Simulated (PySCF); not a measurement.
C2H3Cl2FSi, SMILES Cl[SiH2]/C(F)=C\Cl. Atoms are numbered in the order given.

```xyz
9

F      0.4350     2.1147    -1.0460
C      0.5364     0.9641    -0.3419
C      1.6582     0.2471    -0.4898
Cl     1.9017    -1.2584     0.3304
Si    -0.9554     0.5486     0.7410
Cl    -2.1328    -0.8801    -0.1992
H      2.4755     0.5655    -1.1419
H     -0.5128     0.0131     2.0490
H     -1.7416     1.7966     0.8920
```
Charge 0, spin multiplicity 1.

Coordinates come from a B3LYP-D3(BJ)/def2-SVP optimisation. The structure was generated by enumeration; whether it is a known compound was not checked. The values are those of a single conformer.

Two levels are set side by side: PBE/pcSseg-1 (PySCF) and PBE0/pcSseg-1 (PySCF). GIAO shifts against CFCl3 (¹⁹F), HCl (³⁵Cl), TMS (²⁹Si), TMS (¹H), TMS (¹³C) at the same level; non-relativistic, no solvent, atoms listed together averaged. Without spin–orbit terms, shifts of atoms bonded to Cl or Br come out too high at both levels. Differences are taken from unrounded values.

| quantity | PBE0 | PBE | PBE minus PBE0 |
|---|---|---|---|
| δ(¹⁹F) of F1 (ppm) | -116.0 | -120.5 | -4.4 |
| δ(¹³C) of C2 (ppm) | 177.1 | 176.3 | -0.8 |
| δ(¹³C) of C3 (ppm) | 139.3 | 136.1 | -3.2 |
| δ(³⁵Cl) of Cl4 (ppm) | 161.3 | 190.8 | 29.5 |
| δ(²⁹Si) of Si5 (ppm) | -23.3 | -24.7 | -1.4 |
| δ(³⁵Cl) of Cl6 (ppm) | -43.6 | -32.6 | 11.0 |
| δ(¹H) of H7 (ppm) | 7.15 | 7.00 | -0.15 |

Rough cost on one machine, each run with all the roots and properties that it gave: PBE0 against PBE within a factor of 2.
